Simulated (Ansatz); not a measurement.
Consider the ligand exchange at a Ge–O bond: `O[SiH2][O][GeH2][OH]` + `SS` → `[OH][GeH2][S]S` + `O[SiH2]O`.

Calculated with Ansatz (gas phase, PBE0-D4/def2-TZVP geometries, no zero-point term in ΔE). CCSD(T)/CBS adds triple-zeta CCSD(T) − MP2 to the extrapolated MP2 energy (def2 sets, frozen cores). This one scheme is used for every species. Functionals use def2-TZVPP. For Ge outer-core shells are correlated without core-valence functions, which leaves a few kJ/mol of doubt a bond. Scalar relativity is left out up to krypton. Each species was taken in one conformer, which may not be the lowest.

`O[SiH2][O][GeH2][OH]`:

```xyz
11

O     1.916   -1.670    0.649
Si    1.533   -0.142    0.189
O     0.098   -0.064   -0.582
Ge   -1.587    0.119   -0.063
O    -2.011    1.833   -0.157
H     2.139   -2.301   -0.037
H     2.547    0.382   -0.759
H     1.493    0.625    1.457
H    -1.741   -0.252    1.413
H    -2.409   -0.711   -1.059
H    -1.977    2.181   -1.051
```

`SS`:

Z-matrix (Å, degrees):
```
S
S 1 2.046
H 1 1.347 2 98.6
H 2 1.347 1 98.6 3 -90.5
```

`[OH][GeH2][S]S`:

```xyz
8

O    -0.213   -1.398   -0.821
Ge   -0.873    0.233   -0.596
S    -0.422    0.949    1.473
S     1.629    0.781    1.350
H     0.746   -1.379   -0.884
H    -2.393    0.098   -0.735
H    -0.211    1.197   -1.594
H     1.738   -0.481    1.807
```

`O[SiH2]O`:

Z-matrix (Å, degrees):
```
Si
O 1 1.642
O 1 1.642 2 113.5
H 1 1.481 2 111.5 3 116.9
H 1 1.481 2 103.8 3 -121.2
H 2 0.958 1 117.7 3 -66.0
H 3 0.958 1 117.7 2 -66.0
```

```csv
level,ΔE (kcal/mol),difference from CCSD(T)/CBS
PBE0-D4,-2.2,-1.9
ωB97M-V,-0.3,0.0
PBE,-2.8,-2.5
r2SCAN,-1.2,-0.9
HF/def2-TZVPP,4.7,5.0
CCSD(T)/def2-TZVPP,0.9,1.2
HF/def2-QZVPP,5.3,5.6
SCS-MP2/def2-QZVPP,1.0,1.3
MP2/CBS(def2),-1.3,-1.0
CCSD/CBS(def2),0.6,0.9
CCSD(T)/CBS,-0.3,0
```

Largest T1 diagnostic among the species: 0.012.

The D4 term adds −0.8 kcal/mol with B3LYP and −0.4 kcal/mol with PBE0; it sums over pairs of atoms, weighted by their polarisabilities, and B3LYP, whose exchange is more repulsive, gets the larger term. From PBE to PBE0 (25 % exact exchange), in def2-TZVPP and without D4, ΔE moves by +1.0 kcal/mol. In def2-TZVPP, CCSD(T) changes the Hartree–Fock value by −3.8 kcal/mol (the triples alone add −0.8 kcal/mol) and MP2 by −4.9 kcal/mol.

B3LYP here is the variant with VWN-RPA as its local correlation; programs differ in this.
